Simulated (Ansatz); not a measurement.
Cost and result for the atomization energy of `F[SiH](F)[AlH2]` (7 atoms, 6 bonds).

The species carries charge 0 and has multiplicity 1. The structure was optimised at the PBE0-D4/def2-TZVP level. Program: Ansatz. All runs use 2 threads of an Intel Xeon on a shared host. Times are those of one run each, without the atoms' runs, and a repeat can differ threefold. Electronic energies, without spin–orbit coupling; frozen cores. CCSD(T)/CBS adds CCSD(T) − MP2 in def2-TZVPP to the MP2 limit, and its time is that of the two runs behind it. T1 = 0.012. B3LYP takes the VWN-RPA correlation (the form of Gaussian; ORCA's B3LYP/G). HSE06 is the plane-wave form, built on full-range PBE exchange.

CCSD(T)/CBS is a level of theory with its own doubt, some kJ/mol a heavy atom from the limit and from the frozen cores, so smaller differences don't rank the functionals.

```json
{"level": "BLYP-D4/def2-TZVPP", "functions": "188", "wall time": "6 s", "atomization (kcal/mol)": "534.2", "difference from CCSD(T)/CBS": "-9.5", "per bond": "-1.6"}
{"level": "PBE-D4/def2-TZVPP (with forces)", "functions": "188", "wall time": "6.6 s", "atomization (kcal/mol)": "536.7", "difference from CCSD(T)/CBS": "-7.0", "per bond": "-1.2"}
{"level": "CCSD(T)/def2-SVP", "functions": "79", "wall time": "7 s", "atomization (kcal/mol)": "495.5", "difference from CCSD(T)/CBS": "-48.2", "per bond": "-8.0"}
{"level": "BHLYP-D4/def2-TZVPP", "functions": "188", "wall time": "9 s", "atomization (kcal/mol)": "523.1", "difference from CCSD(T)/CBS": "-20.6", "per bond": "-3.4"}
{"level": "r2SCAN-D4/def2-TZVPP (with forces)", "functions": "188", "wall time": "10 s", "atomization (kcal/mol)": "539.4", "difference from CCSD(T)/CBS": "-4.3", "per bond": "-0.7"}
{"level": "HSE06-D4/def2-TZVPP", "functions": "188", "wall time": "11 s", "atomization (kcal/mol)": "528.3", "difference from CCSD(T)/CBS": "-15.4", "per bond": "-2.6"}
{"level": "B3LYP-D4/def2-TZVPP (with forces)", "functions": "188", "wall time": "12 s", "atomization (kcal/mol)": "535.5", "difference from CCSD(T)/CBS": "-8.2", "per bond": "-1.4"}
{"level": "B97M-V/def2-TZVPP", "functions": "188", "wall time": "15 s", "atomization (kcal/mol)": "545.1", "difference from CCSD(T)/CBS": "1.4", "per bond": "0.2"}
{"level": "PBE-QIDH/def2-TZVPP", "functions": "188", "wall time": "15 s", "atomization (kcal/mol)": "530.5", "difference from CCSD(T)/CBS": "-13.2", "per bond": "-2.2"}
{"level": "ωB97X-V/def2-TZVPP", "functions": "188", "wall time": "17 s", "atomization (kcal/mol)": "543.4", "difference from CCSD(T)/CBS": "-0.3", "per bond": "-0.1"}
{"level": "MP2/def2-QZVPP", "functions": "344", "wall time": "46 s", "atomization (kcal/mol)": "548.6", "difference from CCSD(T)/CBS": "4.9", "per bond": "0.8"}
{"level": "CCSD(T)/def2-TZVPP", "functions": "188", "wall time": "88 s", "atomization (kcal/mol)": "526.9", "difference from CCSD(T)/CBS": "-16.8", "per bond": "-2.8"}
{"level": "CCSD(T)/CBS(def2)", "functions": "–", "wall time": "2.2 min", "atomization (kcal/mol)": "543.7", "difference from CCSD(T)/CBS": "0.0", "per bond": "0.0"}
```

From r2SCAN to r2SCAN0 (25 % exact exchange), in def2-TZVPP and without D4, the atomization energy moves by −10.6 kcal/mol: exact exchange takes away binding that semilocal exchange gives to molecules. In def2-TZVPP, CCSD(T) changes the Hartree–Fock value by +117.8 kcal/mol (the triples alone add +6.1 kcal/mol) and MP2 by +129.1 kcal/mol; breaking electron pairs costs correlation energy, which Hartree–Fock lacks. The D4 term adds +4.6 kcal/mol with B3LYP and +2.4 kcal/mol with PBE0; it sums over pairs of atoms, weighted by their polarisabilities, and B3LYP, whose exchange is more repulsive, gets the larger term.
